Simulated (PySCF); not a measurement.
Spinor energies of Lu (lutetium, neutral)

Start: [Xe] 4f14 5d1 6s2; 5d3/2 filled at m_j = +3/2. Calculated with PySCF 2.14 in x2c-QZVPPall-2c: generalised Hartree-Fock with the X2C-1e Hamiltonian and a Gaussian nucleus; one run each with spin-orbit coupling (SO) switched off, then screened by Boettger's factors.

```tsv
spinor shell	electrons	ε, spin-free (eV)	ε, screened SO (eV)	weight of nominal j (screened SO)	rms radius, screened SO (bohr)
1s1/2	2	-63649.7	-63633.1	1.000	0.0219
2s1/2	2	-10969.7	-10964.5	1.000	0.0884
2p1/2	2	-9650.3	-10445.6	1.000	0.0754
2p3/2	4	-9650.3	-9322.4	1.000	0.0825
3s1/2	2	-2544.1	-2542.4	1.000	0.227
3p1/2	2	-2140.8	-2312.9	1.000	0.218
3p3/2	4	-2140.8	-2068.8	1.000	0.232
3d3/2	4	-1652.8	-1683.8	1.000	0.206
3d5/2	6	-1652.8	-1630.8	1.000	0.210
4s1/2	2	-535.71	-535.18	1.000	0.509
4p1/2	2	-400.89	-440.37	1.000	0.519
4p3/2	4	-400.89	-384.22	1.000	0.552
4d3/2	4	-221.77	-227.92	1.000	0.585
4d5/2	6	-221.77	-217.22	1.000	0.597
5s1/2	2	-73.377	-73.195	1.000	1.27
5p1/2	2	-38.924	-44.394	0.999	1.43
5p3/2	4	-38.924	-36.481	1.000	1.54
4f5/2	6	-22.303	-23.091	1.000	0.793
4f7/2	8	-22.303	-21.273	1.000	0.804
6s1/2	2	-6.100	-6.064	0.976	4.15
5d3/2	1	-5.297	-5.438	0.997	2.99
```

| quantity | spin-free | screened SO |
| --- | --- | --- |
| E (hartree) | -14552.53246 | -14567.02891 |
| M_J | 3/2 | 3/2 |
| ⟨J²⟩ | 3.873 | 3.782 |
| ⟨L²⟩ | 6.177 | 6.283 |
| ⟨S²⟩ | 0.845 | 0.951 |

Each row is a mean over spinors that exchange with the open shell spreads, by up to 1.691 eV (5p1/2).

Breit and QED terms are absent; they matter most for the inner s and p1/2 levels.

Densities and radii are taken from the X2C orbitals without a picture-change correction, which distorts them close to the nucleus.

Without spin-orbit coupling the j labels of p, d and f shells carry no meaning; the spin-free column gives the mean over the occupied spinors of each nl shell, and its ⟨J²⟩ belongs to a mixture of degenerate components.
